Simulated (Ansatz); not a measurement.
Program: Ansatz. Geometries: PBE0-D4/def2-TZVP. ΔE: electronic, gas phase. CBS: MP2 limit from def2 TZ/QZ plus the TZ coupled-cluster correction, frozen cores. This one scheme is used for every species. Functionals use def2-TZVPP. B3LYP here is the variant with VWN-RPA as its local correlation; programs differ in this. HSE06 is defined as in plane-wave codes. Each species was taken in one conformer, which may not be the lowest.

`C[SiH](Cl)[Al]([F])[Cl]` → `[F][Al]([Cl])[Cl]` + `C[SiH]`  (silylene formation by 1,1-elimination)

```csv
level,ΔE (kJ/mol),difference from CCSD(T)/CBS
LDA (SPW92),222.6,38.8
PBE-D4,202.0,18.2
revPBE-D4,194.2,10.4
BLYP-D4,176.3,-7.5
r2SCAN-D4,202.5,18.7
B97M-V,180.8,-3.0
B3LYP-D4,183.6,-0.2
r2SCANh-D4,203.1,19.3
HSE06-D4,205.8,22.0
BHLYP-D4,189.7,5.9
CAM-B3LYP-D4,187.1,3.3
ωB97X-V,197.2,13.4
ωB97M-V,177.9,-5.9
B2PLYP,176.9,-6.9
PBE-QIDH,201.2,17.4
PBE,192.6,8.8
revPBE,177.7,-6.1
BLYP,158.5,-25.3
r2SCAN,199.7,15.9
PBE0,197.4,13.6
B3LYP,168.8,-15.0
r2SCANh,199.9,16.1
r2SCAN0,200.5,16.7
HSE06,197.5,13.7
BHLYP,175.6,-8.2
CAM-B3LYP,177.7,-6.1
LC-ωPBE,202.9,19.1
RPA@PBE/def2-TZVPP,163.1,-20.7
HF/def2-SVP,149.7,-34.1
MP2/def2-SVP,171.4,-12.4
CCSD/def2-SVP,153.5,-30.3
CCSD(T)/def2-SVP,157.2,-26.6
HF/def2-TZVPP,157.4,-26.4
MP2/def2-TZVPP,190.6,6.8
SCS-MP2/def2-TZVPP,179.6,-4.2
HF/def2-QZVPP,156.9,-26.9
MP2/def2-QZVPP,194.3,10.5
HF/CBS(def2),156.8,-27.0
MP2/CBS(def2),197.4,13.6
CCSD/CBS(def2),178.6,-5.2
CCSD(T)/CBS,183.8,0
```

Largest T1 diagnostic among the species: 0.012.

At CCSD(T), def2-SVP lies −26.6 kJ/mol from the extrapolated value and def2-TZVPP −6.8 kJ/mol. The D4 term adds +14.8 kJ/mol with B3LYP and +8.6 kJ/mol with PBE0; it sums over pairs of atoms, weighted by their polarisabilities, and B3LYP, whose exchange is more repulsive, gets the larger term. From BLYP to BHLYP (50 % exact exchange), in def2-TZVPP and without D4, ΔE moves by +17.1 kJ/mol.
